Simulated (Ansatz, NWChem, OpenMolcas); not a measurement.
**Abstraction of Cl: AlClF2 + MgCl → AlF2 + MgCl2**

Species: AlClF2 `[F][Al]([F])[Cl]`, singlet; MgCl, doublet; AlF2 `[F][Al][F]`, doublet; MgCl2 `[Cl][Mg][Cl]`, singlet. A radical takes Cl: the energy is the difference in strength between the Al–Cl bond broken and the Mg–Cl bond made.

Shapes, held fixed at every level: PBE0-D4/def2-TZVP. Programs: Ansatz 0.2.0, NWChem 7.3.0, OpenMolcas 26.06. A level may come from different programs for different species; with the same settings they agree closely. The zero-point and thermal change to 298 K, harmonic and unscaled (PBE0-D4/def2-TZVP), is -1.0 kJ/mol.

| level | kind | ΔH(298 K) (kJ/mol) | less CCSD(T)/def2-TZVPP |
| --- | --- | --- | --- |
| HF/def2-TZVPP | Hartree–Fock | +29.7 | -3.8 |
| PBE-D4/def2-TZVPP | GGA | +24.4 | -9.1 |
| PBE0/def2-SVP | global hybrid | +27.8 | -5.7 |
| BHLYP-D4/def2-TZVPP | global hybrid | +30.7 | -2.8 |
| r2SCAN0-D4/def2-TZVPP | global hybrid | +27.9 | -5.6 |
| CCSD(T)/def2-SVP | coupled cluster or CI | +31.1 | -2.4 |
| CCSD/def2-TZVPP | coupled cluster or CI | +33.4 | -0.1 |
| CCSD(T)/def2-TZVPP | coupled cluster or CI | +33.5 | 0.0 |

The highest level, CCSD(T)/def2-TZVPP, gives ΔH(298 K) = +33.5 kJ/mol; the levels span +24.4 to +33.5. The column of differences is taken from that level and isn't an error. No measured value is set beside it here. Open shells run unrestricted. Outer-core shells of Mg are correlated in most correlated rows, in sets that cover them unevenly.
